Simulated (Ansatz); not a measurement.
Two members of one family (Onium cations), computed with Ansatz in the gas phase; def2 core potentials for I, no spin–orbit coupling. The two geometries come from different levels. The structures are stationary points that may keep the symmetry of their start.

First: bis(4-fluorophenyl)iodonium (singlet, charge 1, r2SCAN-D4/def2-SVP geometry).

```tsv
atom	x (Å)	y (Å)	z (Å)
F1	3.129	-3.096	-2.433
C2	2.722	-2.124	-1.637
C3	2.481	-0.861	-2.185
C4	2.052	0.171	-1.351
C5	1.877	-0.114	0.006
I6	1.213	1.449	1.291
C7	-0.896	1.287	1.039
C8	-1.592	0.371	1.834
C9	-2.970	0.267	1.656
C10	-3.597	1.078	0.705
F11	-4.904	0.976	0.541
C12	-2.890	1.996	-0.079
C13	-1.510	2.107	0.087
C14	2.119	-1.371	0.569
C15	2.550	-2.394	-0.277
H16	2.635	-0.697	-3.254
H17	1.867	1.165	-1.763
H18	-1.090	-0.251	2.579
H19	-3.567	-0.431	2.250
H20	-3.426	2.612	-0.805
H21	-0.945	2.822	-0.516
H22	1.984	-1.566	1.635
H23	2.757	-3.395	0.106
```

```tsv
level	HOMO (eV)	LUMO (eV)	gap (eV)
PBE-D4/def2-SVP	-10.12	-6.83	3.30
PBE-D4/def2-TZVP	-10.17	-6.84	3.33
r2SCAN-D4/def2-TZVP	-10.38	-6.72	3.66
PBE0-D4/def2-SVP	-11.26	-6.07	5.19
PBE0-D4/def2-TZVP	-11.23	-6.04	5.19
```

Second: N-butylpyridinium (singlet, charge 1, PBE-D4/def2-SVP geometry).

```csv
atom,x (Å),y (Å),z (Å)
C1,1.419,-3.538,-0.248
C2,1.250,-2.339,0.688
C3,0.509,-1.173,0.022
C4,0.352,0.018,0.972
N5,-0.369,1.152,0.332
C6,0.332,2.084,-0.366
C7,-0.323,3.118,-1.032
C8,-1.724,3.189,-0.981
C9,-2.430,2.215,-0.257
C10,-1.726,1.203,0.391
H11,0.439,-3.934,-0.583
H12,1.956,-4.363,0.259
H13,2.000,-3.268,-1.153
H14,0.699,-2.648,1.603
H15,2.246,-1.989,1.036
H16,-0.496,-1.506,-0.318
H17,1.056,-0.846,-0.889
H18,-0.219,-0.261,1.878
H19,1.336,0.403,1.303
H20,1.426,1.974,-0.366
H21,0.271,3.861,-1.582
H22,-2.261,3.999,-1.497
H23,-3.527,2.234,-0.187
H24,-2.220,0.412,0.974
```

Estimate the same table for the second.


| level | HOMO (eV) | LUMO (eV) | gap (eV) |
| --- | --- | --- | --- |
| PBE-D4/def2-SVP | -11.02 | -7.42 | 3.60 |
| PBE-D4/def2-TZVP | -11.08 | -7.38 | 3.69 |
| r2SCAN-D4/def2-TZVP | -11.38 | -7.25 | 4.13 |
| PBE0-D4/def2-SVP | -12.44 | -6.56 | 5.88 |
| PBE0-D4/def2-TZVP | -12.46 | -6.51 | 5.96 |
